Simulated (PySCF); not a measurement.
## From a computed spectrum to the compound

A species of 3 atoms with charge 0 has these harmonic modes (PBE0, small Gaussian bases with core potentials, PySCF 2.14.0):

```tsv
cm⁻¹	km/mol	symmetry
175	31.4	a'
586	132.3	a'
873	188.5	a'
```

Which species is it, and in which structure?

YOF (singlet):
```xyz
3

Y     0.0657    0.0000   -0.2899
O     1.5937    0.0000    0.6907
F    -1.6490    0.0000    0.7751
```
Ideal gas at 298.15 K and 1 bar: S = 282.3 J/(mol K), Cp = 47.8 J/(mol K), H − H(0 K) = 12.1 kJ/mol (rigid rotor, harmonic modes, spin degeneracy alone). 
 The answer isn't unique; the calculation gave this one.
